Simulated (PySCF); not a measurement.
# What PySCF settings do for Ga

Base input, run as `OMP_NUM_THREADS=1 python input.py` with PySCF 2.14:

```python
from pyscf import gto, scf, cc

mol = gto.M(
    atom='Ga 0 0 0',
    basis='6-31g',
    charge=0,
    spin=1,
    verbose=3,
)
mf = scf.ROHF(mol)
mf.kernel()
mycc = cc.CCSD(mf, frozen=9)
mycc.kernel()
e = mycc.eaccsd(nroots=6)[0]
print('roots (eV) =', (e*27.211386).round(3))
mf.dip_moment()
print('orbital energies (hartree):', mf.mo_energy[..., max(0, mol.nelec[1]-3):mol.nelec[0]+3].round(4))
```

Base result: E(SCF) = -1922.894192 Eh, E(CCSD) − E(SCF) = -0.17538 Eh, attachment roots 0.340, 0.340, 0.476, 0.476, 0.857, 0.859 eV. Positive EA roots mean that the added electron is unbound. No search for the lowest solution was made.

It ran on AMD EPYC 9R45 (1 thread, shared host) in 0.73 s, peak memory 0.13 GiB.

Each row names what differs from the base; energies in brackets are changes from the base.

```tsv
change	result
step after the SCF: eomea → stability; SCF type: ROHF → UHF	E(SCF) = -1922.894362 Eh (-0.0046 eV), ⟨S²⟩ = 0.750, internal stable; real -> complex stable; UHF/UKS -> GHF/GKS stable
functional: none (Hartree–Fock) → b3pw91; SCF type: ROHF → ROKS; step after the SCF: eomea → analyze	E(SCF) = -1924.469433 Eh
electric field along z (a.u.): none → 0.001 [positive roots are unbound]	E(SCF) = -1922.894214 Eh (-0.0006 eV), E(CCSD) − E(SCF) = -0.17538 Eh, attachment roots 0.340, 0.340, 0.476, 0.476, 0.857, 0.860 eV
spin (2S): 1 → 3 [positive roots are unbound] [a high spin state]	E(SCF) = -1922.784304 Eh (+2.9902 eV), E(CCSD) − E(SCF) = -0.14762 Eh, attachment roots -3.301, -2.449, -2.449, -0.868, -0.557, 1.119 eV
basis set: 6-31g → def2-svpd [positive roots are unbound]	E(SCF) = -1922.971553 Eh (-2.1051 eV), E(CCSD) − E(SCF) = -0.17889 Eh, attachment roots 0.181, 0.181, 0.437, 0.437, 1.447, 1.527 eV
spin-free X2C: off → on [basis contracted without relativity] [positive roots are unbound]	E(SCF) = -1937.953864 Eh, E(CCSD) − E(SCF) = -0.17490 Eh, attachment roots 0.369, 0.369, 0.503, 0.503, 0.877, 0.880 eV
step after the SCF: eomea → tdhf; SCF type: ROHF → UHF; number of roots: 6 → 5	E(SCF) = -1922.894362 Eh (-0.0046 eV), ⟨S²⟩ = 0.750, first excitations without spin–orbit coupling 0.00, 0.00, 3.53, 3.53, 4.50 eV
spin (2S): 1 → 33 [unsound on purpose]	stops with AssertionError
functional: none (Hartree–Fock) → pbesol; SCF type: ROHF → ROKS; step after the SCF: eomea → analyze	E(SCF) = -1922.708082 Eh
cycle limit: 50 → 2 [unsound on purpose]	not converged: SCF
basis set: 6-31g → sbkjc; core potential: off → on; frozen orbitals: 9 → 4 [positive roots are unbound]	E(SCF) = -257.130442 Eh, E(CCSD) − E(SCF) = -0.22558 Eh, attachment roots 0.790, 0.790, 1.042, 1.042, 1.801, 1.845 eV
smearing width (hartree): none → 0.01; step after the SCF: eomea → none [unsound on purpose] [smearing does not keep the typed spin]	E(SCF) = -1922.796274 Eh (+2.6645 eV)
basis set: 6-31g → cc-pvqz; SCF type: ROHF → UHF; step after the SCF: eomea → mp2	E(SCF) = -1923.264221 Eh (-10.0690 eV), E(MP2) − E(SCF) = -0.17555 Eh, ⟨S²⟩ = 0.763
density fitting: none → cc-pvdz-jkfit [this fitting set is unfit for the basis or for exact exchange; a fit set errs by some meV] [positive roots are unbound]	E(SCF) = -1922.402257 Eh (+13.3862 eV), E(CCSD) − E(SCF) = -0.18569 Eh, attachment roots 0.482, 0.482, 0.863, 1.083, 1.264, 1.264 eV
DIIS space: default → off [positive roots are unbound]	E(SCF) = -1922.894192 Eh (+0.0000 eV), E(CCSD) − E(SCF) = -0.17538 Eh, attachment roots 0.340, 0.340, 0.476, 0.476, 0.857, 0.859 eV
functional: none (Hartree–Fock) → b3lyp; SCF type: ROHF → ROKS; step after the SCF: eomea → analyze	E(SCF) = -1924.507067 Eh
density fitting: none → auto [this fitting set is unfit for the basis or for exact exchange; a fit set errs by some meV] [positive roots are unbound]	E(SCF) = -1922.402257 Eh (+13.3862 eV), E(CCSD) − E(SCF) = -0.18569 Eh, attachment roots 0.482, 0.482, 0.863, 1.083, 1.264, 1.264 eV
charge: 0 → 2 [another spin of the ion may lie lower] [positive roots are unbound]	E(SCF) = -1922.024296 Eh (+23.6711 eV), E(CCSD) − E(SCF) = -0.14371 Eh, attachment roots -19.276, -13.973, -13.973, -13.973, -13.939, -13.939 eV
Cartesian functions: off → on [positive roots are unbound]	E(SCF) = -1922.895466 Eh (-0.0347 eV), E(CCSD) − E(SCF) = -0.18136 Eh, attachment roots 0.342, 0.342, 0.481, 0.481, 0.868, 0.869 eV
```
